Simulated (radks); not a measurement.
Values are calculated unless marked as measured or tabulated.
Spherical quantum dot in the effective-mass picture: electrons in a parabolic well V = omega^2 r^2 / 2 with omega = 4.98, with a point charge +1 (a donor) at the centre, all in effective atomic units (hartree* = m*/eps^2 hartree, bohr* = eps/m* bohr), one dielectric constant everywhere. Level of theory: non-relativistic Kohn-Sham, LDA (Slater exchange, Perdew-Wang correlation), spin-polarised, spherical densities (a radial shooting solver with Libxc functionals). Levels are named by radial order and angular momentum (1s, 1p, 1d, 2s, ...), and open shells are averaged over m.

N = 11, configuration 1s2 1p6 1d(up 1, down 0) 2s2. This is the lowest configuration that the search found. Occupied and some empty levels:

| level | occupation | eigenvalue (hartree*) | <r> (bohr*) |
|---|---|---|---|
| 1s up | 1 | 18.926 | 0.5437 |
| 1s down | 1 | 18.968 | 0.5423 |
| 1p up | 3 | 23.188 | 0.7410 |
| 1p down | 3 | 23.250 | 0.7404 |
| 2s up | 1 | 27.116 | 0.7912 |
| 2s down | 1 | 27.164 | 0.7921 |
| 1d up | 1 | 27.323 | 0.8772 |
| 1d down | 0 | 27.390 | 0.8774 |
| 1f up | 0 | 31.573 | 0.9886 |
| 1f down | 0 | 31.638 | 0.9892 |
| 2p up | 0 | 31.882 | 0.9158 |
| 2p down | 0 | 31.925 | 0.9163 |
| 1g up | 0 | 35.942 | 1.086 |
| 1g down | 0 | 36.001 | 1.087 |

Energy (hartree*): total 187.876, kinetic 60.818, external 63.728, Hartree 74.459, exchange-correlation -11.130.

Electron density:

| r (bohr*) | n(r) (e/bohr*^3) |
|---|---|
| 0.0704 | 10.35 |
| 0.149 | 8.509 |
| 0.227 | 6.876 |
| 0.306 | 5.534 |
| 0.384 | 4.512 |
| 0.463 | 3.766 |
| 0.541 | 3.216 |
| 0.620 | 2.765 |
| 0.698 | 2.345 |
| 0.776 | 1.920 |
| 0.855 | 1.493 |
| 0.933 | 1.093 |
| 1.01 | 0.7458 |
| 1.09 | 0.4759 |
| 1.17 | 0.2805 |
| 1.25 | 0.1546 |
| 1.33 | 0.07851 |
| 1.40 | 0.03736 |
| 1.48 | 0.01654 |
| 1.56 | 0.006740 |
